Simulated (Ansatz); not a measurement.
Isolated molecules relaxed with PBE0-D4/def2-TZVP in Ansatz; ΔE leaves out vibrations. CCSD(T)/CBS adds triple-zeta CCSD(T) − MP2 to the extrapolated MP2 energy (def2 sets, frozen cores). Functionals use def2-TZVPP. B3LYP here is the variant with VWN-RPA as its local correlation; programs differ in this. For Ge outer-core shells are correlated without core-valence functions, which leaves a few kJ/mol of doubt a bond. Scalar relativity is left out up to krypton. Each species was taken in one conformer, which may not be the lowest.

Consider the cleavage of the Si–Ge bond: `F[SiH2][GeH]([F])[Cl]` + `BCS` → `BCS[SiH2]F` + `[F][GeH2][Cl]`.

```csv
level,ΔE (kcal/mol)
PBE-D4,-14.1
r2SCAN,-16.1
B3LYP,-14.5
CCSD(T)/def2-TZVPP,-16.2
MP2/def2-QZVPP,-18.2
SCS-MP2/def2-QZVPP,-17.6
MP2/CBS(def2),-18.2
CCSD/CBS(def2),-16.1
```

Q: What does CCSD(T)/CBS give? (Best estimate.)

A: Ansatz gave: -16.3 kcal/mol. The listed levels differ from it by 2.2, 0.2, 1.8, 0.1, -1.9, -1.3, -1.9, 0.2 kcal/mol.

Largest T1 diagnostic among the species: 0.012.

From PBE to PBE0 (25 % exact exchange), in def2-TZVPP and without D4, ΔE moves by −1.1 kcal/mol.
